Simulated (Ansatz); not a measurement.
Compare A (`NC(=O)N[SiH3]`) with its isomer B (`N[Si]1(O)CN1`).

Program: Ansatz. Geometries: PBE0-D4/def2-TZVP. ΔE: electronic, gas phase. CBS: MP2 limit from def2 TZ/QZ plus the TZ coupled-cluster correction, frozen cores. Functionals use def2-TZVPP. B3LYP here is the variant with VWN-RPA as its local correlation; programs differ in this. Each species was taken in one conformer, which may not be the lowest.

Which isomer does CCSD(T)/CBS put lower? Give the gap. (Best estimate.)

Ansatz gave: B, by 12.2 kcal/mol.

Give E(B) − E(A) in kcal/mol with PBE0-D4, r2SCAN-D4, CCSD(T)/def2-TZVPP, B3LYP, ωB97M-V, HF/def2-TZVPP, PBE-D4. (An estimate is asked.)

Ansatz gave: PBE0-D4 -7.7, r2SCAN-D4 -7.8, CCSD(T)/def2-TZVPP -9.7, B3LYP -5.5, ωB97M-V -9.9, HF/def2-TZVPP -0.9, PBE-D4 -5.9. None reverses the order clearly.

Largest T1 diagnostic: 0.014.

In def2-TZVPP, CCSD(T) changes the Hartree–Fock value by −8.9 kcal/mol (the triples alone add +0.2 kcal/mol) and MP2 by −11.7 kcal/mol. From PBE to PBE0 (25 % exact exchange), in def2-TZVPP and without D4, E(B) − E(A) moves by −1.8 kcal/mol.
